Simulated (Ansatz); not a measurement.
The same path of BH4NO + H2S (10 atoms, charge 0, multiplicity 1) was run twice with different band settings. Lost on the way: S8–H10. Made: B1–S8, N2–H10.

These are results of RKS B3LYP-D4/6-31G* in Ansatz 0.2.0, not measurements.

Relaxed end points:

```xyz
10
Properties=species:S:1:pos:R:3
B 0.158 -0.676 0.394
N -0.054 -0.471 1.773
H -0.781 -0.944 2.288
H 0.622 0.010 2.352
O 1.241 -0.064 -0.189
H 1.265 -0.206 -1.143
H -0.616 -1.343 -0.236
S -0.278 2.951 0.316
H -1.306 3.635 0.862
H -0.538 1.830 1.024
```

```xyz
10
Properties=species:S:1:pos:R:3
B -0.058 0.382 0.241
N -0.162 -0.001 1.850
H -0.242 -1.014 1.971
H 0.695 0.309 2.312
O 1.134 -0.322 -0.111
H 1.388 -0.107 -1.017
H -1.121 0.045 -0.236
S 0.160 2.317 0.180
H -1.127 2.654 -0.051
H -0.953 0.458 2.300
```

Common settings: spring 5.0 eV/Å²; optimiser quadratic models (default); start path through a guess of the saddle point; force threshold 0.03 eV/Å; iteration limit 60; end points relaxed.

| run | movable images | climbing image |
| --- | --- | --- |
| 1 | 7 | yes |
| 2 | 6 | no |

(1) What does each run give, and how far can it be trusted?

Results:

(1) Run 1: converged after 14 iterations, highest image 1.034 eV above the first end. A vibrational analysis at the climbing image gives one clearly imaginary mode, 1011i cm⁻¹: a first-order saddle point.
Run 2: converged after 60 iterations, highest image 0.417 eV above the first end. The profile has 2 maxima (images 3, 5) with wells between them (image 4): this band takes more than one step, which may be the mechanism or a detour left from its start path. No image climbed, so the highest image needn't sit at the top of the path. A band with more images between the same ends climbed to 1.03 eV, so this one has probably stepped over the top.
The orbitals stay closed-shell, which can raise the energy where a bond breaks towards radicals; this wasn't checked here.
